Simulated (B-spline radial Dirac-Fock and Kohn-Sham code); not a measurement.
## Dipole and non-dipole photoemission parameters of Cu 2p1/2

System: neutral copper in the configuration 1s2 2s2 2p6 3s2 3p6 3d10 4s1; threshold 952.3 eV (tabulated edge). Method: Dirac-Hartree-Slater photoionisation with a Latter tail; cross sections with all multipoles, angular parameters from the dipole term and its interference with E2. Computed with a radial atomic solver.

For linearly polarised light dσ/dΩ = σ/(4π) [1 + β P₂(cos θ) + (δ + γ cos²θ) sin θ cos φ], with θ from the polarisation vector and φ the angle between the beam and the projection of the electron momentum on the plane normal to the polarisation.

```
hν (eV)  σ (kb)      β       γ      δ
   1000     325  0.788  -0.102  0.012
   1150     223  1.217  -0.105  0.009
   1160     218  1.231  -0.101  0.010
   1490     116  1.422   0.084  0.020
   1840    66.2  1.450   0.264  0.027
   2000    52.7  1.447   0.335  0.030
   2020    51.3  1.446   0.344  0.030
   2170    42.0  1.438   0.404  0.033
 2984.4    16.8  1.368   0.666  0.048
   4890    3.74  1.187   1.040  0.086
 5414.7       ?      ?       ?      ?
   7650   0.891  0.985   1.329  0.144
   9690   0.407  0.873   1.463  0.185
  12000   0.197  0.774   1.575  0.228
  15000  0.0915  0.674   1.686  0.281
```

Problem. Give the values at Cr Kα (5414.7 eV).

Solution. σ = 2.71 kb, β = 1.143, γ = 1.109, δ = 0.097.
